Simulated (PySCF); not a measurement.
**Electron correlation in Fe⁻ (iron, charge -1)**

[Ar] 3d7 4s2, high-spin 4F determinant. Calculation: PySCF 2.14, in aug-cc-pVTZ (8s7p5d3f2g, 93 functions); no relativity, point nucleus. Frozen: [Ar]; 9 electrons correlated.

```json
{"level": "CCSD", "correlation energy (mhartree)": "-260.10"}
{"level": "(T)", "correlation energy (mhartree)": "-16.71"}
{"level": "CCSD(T)", "correlation energy (mhartree)": "-276.81"}
```

Diagnostics: T1 = 0.089, D1 = 0.3533, largest double amplitude 0.093.

**Question.** Is a single reference adequate?

**Answer.** Not fully. T1 exceeds 0.03, a sign that the reference determinant is poor.
